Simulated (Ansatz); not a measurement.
Gas-phase electronic energies from Ansatz, PBE0-D4/def2-TZVP geometries. CCSD(T)/CBS adds triple-zeta CCSD(T) − MP2 to the extrapolated MP2 energy (def2 sets, frozen cores). Functionals use def2-TZVPP. B3LYP here is the variant with VWN-RPA as its local correlation; programs differ in this. Each species was taken in one conformer, which may not be the lowest.

`OC[SiH](O)[SiH3]` → `OC[SiH2][SiH2]O`  (isomerisation)

`OC[SiH](O)[SiH3]`:

Z-matrix (Å, degrees):
```
C
Si 1 1.887
O 1 1.421 2 110.3
H 1 1.094 2 110.3 3 -118.3
H 1 1.101 2 111.2 3 123.9
Si 2 2.350 1 111.9 3 -170.1
O 2 1.664 1 106.8 3 -47.2
H 2 1.485 1 109.4 3 66.1
H 3 0.962 1 108.0 2 43.9
H 6 1.488 2 111.5 1 -173.9
H 6 1.491 2 109.8 1 66.3
H 6 1.489 2 110.4 1 -52.9
H 7 0.958 2 117.7 1 -89.4
```

`OC[SiH2][SiH2]O`:

```xyz
13

O    -0.332    1.874    2.059
C     0.091    1.363    0.806
Si   -0.771   -0.292    0.487
Si   -0.001   -1.207   -1.535
O     1.624   -1.534   -1.483
H     0.104    2.716    2.211
H    -0.153    2.047   -0.019
H     1.178    1.203    0.775
H    -2.247   -0.101    0.427
H    -0.464   -1.235    1.600
H    -0.164   -0.245   -2.655
H    -0.789   -2.434   -1.856
H     1.923   -2.153   -0.817
```

```csv
level,ΔE (kcal/mol),difference from CCSD(T)/CBS
PBE-D4,2.9,1.0
r2SCAN-D4,2.8,0.9
PBE0-D4,2.4,0.5
B3LYP-D4,2.2,0.3
ωB97X-V,2.1,0.2
ωB97M-V,2.3,0.4
B2PLYP,1.9,0.0
PBE,2.6,0.7
r2SCAN,2.7,0.8
PBE0,2.2,0.3
B3LYP,1.8,-0.1
HF/def2-TZVPP,0.5,-1.4
MP2/def2-TZVPP,1.9,0.0
SCS-MP2/def2-TZVPP,1.6,-0.3
CCSD/def2-TZVPP,1.8,-0.1
CCSD(T)/def2-TZVPP,2.1,0.2
HF/def2-QZVPP,0.4,-1.5
MP2/def2-QZVPP,1.8,-0.1
SCS-MP2/def2-QZVPP,1.4,-0.5
HF/CBS(def2),0.4,-1.5
MP2/CBS(def2),1.7,-0.2
CCSD/CBS(def2),1.6,-0.3
CCSD(T)/CBS,1.9,0
```

Largest T1 diagnostic among the species: 0.012.

In def2-TZVPP, CCSD(T) changes the Hartree–Fock value by +1.6 kcal/mol (the triples alone add +0.3 kcal/mol) and MP2 by +1.4 kcal/mol.
